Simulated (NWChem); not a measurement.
Molecule: GeH2O2Cl2; SMILES [OH][Ge]([OH])([Cl])[Cl]

```xyz
7

O     -0.1645     1.4769    -1.2548
Ge     0.0000     0.0000    -0.2791
O      0.1645    -1.4769    -1.2548
Cl    -1.7839    -0.0596     0.9207
Cl     1.7839     0.0596     0.9207
H      0.6884     1.6875    -1.6837
H     -0.6884    -1.6875    -1.6837
```
Atoms are numbered in this order, from 1.

Level: PBE-D3(BJ)/def2-SVP (NWChem), optimised geometry, unscaled harmonic frequencies. 

```json
[
 {"frequency (cm⁻¹)": "108", "IR intensity (km/mol)": "29.8"},
 {"frequency (cm⁻¹)": "138", "IR intensity (km/mol)": "50.7"},
 {"frequency (cm⁻¹)": "146", "IR intensity (km/mol)": "12.0"},
 {"frequency (cm⁻¹)": "193", "IR intensity (km/mol)": "11.2"},
 {"frequency (cm⁻¹)": "212", "IR intensity (km/mol)": "5.4"},
 {"frequency (cm⁻¹)": "224", "IR intensity (km/mol)": "47.1"},
 {"frequency (cm⁻¹)": "255", "IR intensity (km/mol)": "97.6"},
 {"frequency (cm⁻¹)": "406", "IR intensity (km/mol)": "36.5"},
 {"frequency (cm⁻¹)": "445", "IR intensity (km/mol)": "83.1"},
 {"frequency (cm⁻¹)": "686", "IR intensity (km/mol)": "73.1"},
 {"frequency (cm⁻¹)": "720", "IR intensity (km/mol)": "107.3"},
 {"frequency (cm⁻¹)": "892", "IR intensity (km/mol)": "32.7"},
 {"frequency (cm⁻¹)": "914", "IR intensity (km/mol)": "145.5"},
 {"frequency (cm⁻¹)": "3706", "IR intensity (km/mol)": "103.0"},
 {"frequency (cm⁻¹)": "3709", "IR intensity (km/mol)": "63.2"}
]
```

| Quantity | Value |
|---|---|
| zero-point energy | 18.2 kcal/mol |
| thermal correction to the enthalpy at 298.15 K (with zero-point energy) | 23.8 kcal/mol |
| heat capacity Cv | 24.4 cal/(mol K) |
| entropy at 298.15 K and 1 atm (symmetry number 2) | 87.7 cal/(mol K) |
| dipole moment | 1.78 D |

Rigid rotor and harmonic oscillator.
